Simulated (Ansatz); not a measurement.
`B[SiH2]B(C)[SiH3]` and `CNB(C)[SiH3]` differ in one atom or group.

Ansatz, PBE0-D4/def2-TZVP geometries, multiplicity 1. Each molecule was computed in one conformer, which needn't be the lowest.

```json
{"property": "HOMO–LUMO gap (ωB97M-V/def2-TZVPP) / eV", "`B[SiH2]B(C)[SiH3]`": "8.32"}
{"property": "LUMO energy (PBE/def2-TZVPP) / eV", "`B[SiH2]B(C)[SiH3]`": "-3.77"}
{"property": "HOMO energy (PBE/def2-TZVPP) / eV", "`B[SiH2]B(C)[SiH3]`": "-6.21"}
{"property": "LUMO energy (B3LYP/def2-TZVPP) / eV", "`B[SiH2]B(C)[SiH3]`": "-3.02"}
{"property": "HOMO energy (PBE0/def2-TZVPP) / eV", "`B[SiH2]B(C)[SiH3]`": "-7.24"}
{"property": "HOMO–LUMO gap (PBE/def2-TZVPP) / eV", "`B[SiH2]B(C)[SiH3]`": "2.44"}
```

**Question.** Give the same properties after the change, and the shifts. (An estimate is asked.)

**Answer.** The calculation gave: 
```tsv
property	`CNB(C)[SiH3]`	shift
HOMO–LUMO gap (ωB97M-V/def2-TZVPP) / eV	11.49	3.17
LUMO energy (PBE/def2-TZVPP) / eV	-1.00	2.77
HOMO energy (PBE/def2-TZVPP) / eV	-6.33	-0.12
LUMO energy (B3LYP/def2-TZVPP) / eV	-0.26	2.76
HOMO energy (PBE0/def2-TZVPP) / eV	-7.54	-0.30
HOMO–LUMO gap (PBE/def2-TZVPP) / eV	5.33	2.89
```

With PBE0 the HOMO falls by 0.30 eV and the LUMO rises by 2.79 eV, so the gap widens by about 3.09 eV. PBE moves the HOMO by -0.12 eV and ωB97M-V by -0.41 eV.

B3LYP here is the variant with VWN-RPA as its local correlation; programs differ in this.
